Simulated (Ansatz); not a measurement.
`FB(F)N[SiH3]` + `C1[SiH2][AsH]1` → `[SiH3][As]1C[SiH2]1` + `NB(F)F` at 500 K and 1 bar (ligand exchange at the Si–N bond).

Computed with Ansatz on PBE0-D4/def2-TZVP structures; ΔE is electronic, products minus reactants. CCSD(T)/CBS is the MP2 limit (def2-TZVPP, def2-QZVPP) plus CCSD(T) − MP2 in def2-TZVPP, frozen cores. For As outer-core shells are correlated without core-valence functions, which leaves a few kJ/mol of doubt a bond. Scalar relativity is left out up to krypton. One conformer a species, not always the lowest.

```tsv
species	CCSD(T)/CBS energy (Eh)	H − E (kJ/mol)	S (J/(mol·K))
`FB(F)N[SiH3]`	-570.75785	179.6	399.1
`C1[SiH2][AsH]1`	-2565.12158	168.9	346.5
`[SiH3][As]1C[SiH2]1`	-2855.41741	231.2	425.2
`NB(F)F`	-280.46129	125.6	310.3
```

H − E and S are ideal-gas, rigid-rotor, harmonic terms from PBE0-D4/def2-TZVP, for one conformer and one mirror image of each species. 1 Eh = 2625.50 kJ/mol, R = 8.31446 J/(mol·K).

By hand: ΔE, ΔH, ΔS and ΔG.

ΔE = (-2855.41741) + (-280.46129) − (-570.75785) − (-2565.12158) = 0.00073 Eh = 1.9 kJ/mol. Δ(H − E) = 231.2 + 125.6 − 179.6 − 168.9 = 8.3, so ΔH = 10.2 kJ/mol. ΔS = 425.2 + 310.3 − 399.1 − 346.5 = -10.1 J/(mol·K). ΔG = 10.2 − 500 × (-10.1)/1000 = 15.2 kJ/mol.

By hand: the equilibrium constant, and the temperature at which ΔG would vanish if ΔH and ΔS stayed fixed.

log₁₀ K = −ΔG/(RT ln 10) = -1.6. ΔH and −TΔS have one sign here, so there is no such temperature.

TΔS isn't small against ΔH here. A doubt of 5 kJ/mol in ΔE shifts log₁₀ K by 0.5 here. Other conformers and mirror images would add mixing entropy, several J/(mol·K) or more a flexible species. Modes under 60 cm⁻¹, often nearly free rotors, make the harmonic entropy too high. These are equilibria of isolated gas molecules and say nothing of rates. Largest T1 diagnostic: 0.012 (customary marks: 0.02 for closed shells, 0.045 for open ones).

ΔS is within the doubt of such terms, so its sign, and with it that verdict, could turn.
